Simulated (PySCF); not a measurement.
Input of a run (PBE0-D3(BJ)/def2-SVP geometry optimisation, gas phase (PySCF 2.14.0)), started from a GFN2-xTB structure with every atom displaced at random (by about 0.01 Å):
```
{"job": {"xc": "PBE0", "basis": "def2-SVP", "d3": "d3bj", "grid": 1, "shake": 0.01, "kind": "geom"}, "charge": 0, "multiplicity": 1}
C      1.713950    -0.590900     0.714280
C      0.947550    -0.045250    -0.502680
C      0.418660     1.351500    -0.548520
C     -0.449180     0.440790    -0.380790
Si    -2.231940    -0.131710    -0.132380
H      2.761460    -0.389740     0.607510
H      1.539840    -1.638400     0.823880
H      1.362760    -0.060510     1.607860
H      1.260510    -0.506540    -1.413150
H      0.707690     2.374850    -0.623010
H     -2.613480    -0.976350    -1.247370
H     -2.273540    -0.895940     1.129390
H     -3.138470     1.051290    -0.045340
```

Output (energies in Eh, forces in Eh/bohr):
```
step   0  E = -446.12168128  max force = 0.067033
step   1  E = -446.12844838  max force = 0.008058
step   2  E = -446.12895475  max force = 0.005489
step   3  E = -446.12904681  max force = 0.002790
step   4  E = -446.12910172  max force = 0.002650
step   5  E = -446.12919201  max force = 0.001876
step   6  E = -446.12927757  max force = 0.001456
step   7  E = -446.12929307  max force = 0.001094
step   8  E = -446.12929907  max force = 0.000727
step   9  E = -446.12930318  max force = 0.000293
optimisation converged
```

Summarise the run.

The energy falls by 4.8 kcal/mol over 10 energy and gradient evaluations, the largest force component goes from 0.0670 to 2.9e-04 Eh/bohr, and the atoms move by 0.054 Å rms after alignment. Among the bonds, C4–Si5 and Si5–H11 change most and about equally (-0.044 to +0.044 Å). Bonds longer at the end by more than 0.005 Å: 8 of 13; shorter: 3. Among the angles that change most is C4–C3–H10, from 152.1° to 147.6°. The energy never rose by more than 1e-6 Eh on the way. The first step brought 89 % of the lowering.

What are the final bond lengths?

C1–C2 1.511 Å, C2–C3 1.483 Å, C3=C4 1.307 Å, C4–Si5 1.845 Å, C2–C4 1.524 Å, C1–H6 1.102 Å, C1–H7 1.102 Å, C1–H8 1.101 Å, C2–H9 1.103 Å, C3–H10 1.089 Å, Si5–H11 1.494 Å, Si5–H12 1.494 Å, Si5–H13 1.493 Å. Numbering counts from 1 in the input's order; the species is `C[C@@H]1C=C1[SiH3]`.

The run used 114 basis functions and 64 SCF cycles in all. Time: 48 s of wall time; peak memory 0.48 GiB. Hardware: Arm Neoverse V1, one thread, on a shared host.

PBE0-D3(BJ)/def2-SVP frequencies: not computed here.
